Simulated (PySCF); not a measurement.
## CaSb⁺: one state, many levels of theory

State: ³Σ⁻ (triplet), unpaired electrons π ↑↑. Set-up: Ca x2c-SVPall, Sb x2c-SVPall; spin-free X2C with a Gaussian nucleus (PySCF 2.14). De refers to Ca⁺ + Sb in their high-spin ground configurations, without counterpoise correction. The functionals are run spin-unrestricted. A positive dipole points towards Sb; it is taken about the centre of mass and depends on that origin. Levels whose curve was spin-contaminated or gave no clean fit are not listed.

```tsv
Level	Re (Å)	ωe (cm⁻¹)	De (eV)	μ (D)
ROHF	3.050	204	0.174	-14.62
ROHF-MP2	3.062	193	0.78	n/a
ROHF-SCS-MP2	3.077	187	0.78	n/a
PBE	2.964	212	1.81	-11.51
PBE0	2.961	214	1.56	-12.46
```

The bond length runs from 2.961 Å (PBE0) to 3.077 Å (ROHF-SCS-MP2). De spans 0.17 eV (ROHF, mean field) to 1.81 eV (PBE, GGA).

Correlated steps freeze 23 core orbitals. Correlated levels converge slowly with the basis: in double zeta they bind strong bonds too weakly, by up to about 1 eV, and carry superposition errors of some tenths. These are scalar-relativistic numbers at best; spin–orbit coupling would shift them, the dissociation energy most. For an ion De counts to the pair picked by the measured ionisation energies or electron affinities, which need not be the lowest pair at this level. The state is the lowest determinant that a PBE0 search found; another state may lie lower at other levels.
